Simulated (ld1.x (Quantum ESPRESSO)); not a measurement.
Before and after: TM potential for Se (Z = 34)

ld1.x (Quantum ESPRESSO) 7.5 input, shortened:

```
&input
   title='Se', zed=34., rel=1, dft='PBE', iswitch=3,
   config='[Ar] 3d10 4s2 4p4'
 /
 &inputp
   pseudotype=2, tm=.true., lloc=0,
   nlcc=.false.
 /
3
4P  2  1   4.00   0.00  1.55  1.55  0.0
3D  3  2  10.00   0.00  0.80  0.80  0.0
4S  1  0   2.00   0.00  1.10  1.10  0.0
 &test
   configts(1)='3d10 4s2 4p4'
 /
```

Change: wave 4s (bound): rc 1.10 bohr becomes 4s (bound): rc 1.16 bohr.

Cutoffs: the cutoffs (Ry, on a coarse ladder) from which the occupation-weighted sum of valence levels, in a spherical-Bessel basis at the reference potential, stays within 10 and 1 mRy of its value at 400 Ry; they do not see the model core or the augmentation charge, which bear on the density cutoff. Errors are all-electron minus pseudo energies relative to the spin-unpolarised reference configuration.

Q: What does the change do?

A: Both files keep a bound ghost (p); of the 7 tests that both files solve, the error grows in 1 and shrinks in 1 by more than 15 % and 0.3 meV (median size 21.6 → 20.0 meV); the range in which the s phases agree widens (upper end 1.6 → 2.8).

```csv
quantity,base,changed
"cutoff, loose",over 300 Ry,over 300 Ry
"cutoff, tight",over 300 Ry,over 300 Ry
loose cutoff by channel (10 mRy a level),"p 8 Ry, d over 300 Ry, s 60 Ry","p 25 Ry, d over 300 Ry, s 55 Ry"
bound ghosts,p,p
"error for 3d10 4s2 4p3, meV [ΔE 10.84 eV]",-6.4,-5.9
"error for 3d10 4s2 4p2, meV [ΔE 31.19 eV]",-22,-20
"error for 3d10 4s2 4p1, meV [ΔE 62.06 eV]",-20,-20
"error for 3d10 4s0 4p6, meV [ΔE 21.96 eV]",-37,-25
"error for 3d10 4s2 4p3.5, meV [ΔE 4.31 eV]",-1.8,-1.7
"error for 3d10 4s2 4p0, meV [ΔE 104.25 eV]",+77,+66
"error for 3d9 4s2 4p4, meV [ΔE 64.09 eV]",-1033,-1224
s: phases at 1.70 bohr within 0.05 rad from the reference energy up to (Ry; the scan ends near 5),1.6,2.8
p: phases at 1.70 bohr within 0.05 rad from the reference energy up to (Ry; the scan ends near 5),4.4,4.6
d: phases at 1.70 bohr within 0.05 rad from the reference energy up to (Ry; the scan ends near 5),-0.2,-0.3
```

 A true bound ghost makes a file unfit for plane-wave use even where its test errors are small: the radial tests pick states by their node count and pass the ghost by.
